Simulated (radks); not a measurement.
Problem. Rb4+, 33 electrons, occupied as [Ar] 3d10 4s1.75 4p3 4d0.25 (fractional occupations, a model configuration). Calculated with a radial shooting solver on a logarithmic mesh with Libxc functionals: Dirac Kohn-Sham, SOGGA, spin-unpolarised, spherical densities, point nucleus; open shells fill j = l - 1/2 first.

Spin-orbit splittings of the eigenvalues, e(l+1/2) - e(l-1/2), with zeta = 2 splitting/(2l+1) and mean radii in bohr:

shell  occ.  splitting (eV)  zeta (eV)  <r> j=l-1/2  <r> j=l+1/2
2p        6           60.74      40.49       0.1523       0.1564
3p        6           9.155      6.104       0.5110       0.5214
3d       10           1.561     0.6246       0.5204       0.5240
4p        3           1.193     0.7956        1.496        1.520
4d     0.25          0.1361    0.05443        1.967        1.975
4f        0        0.001910  0.0005456        3.219        3.220
5p        0               ?          ?        3.318        3.356

Estimate the 5p splitting.

Solution. 0.3028 eV (zeta = 0.2019 eV).
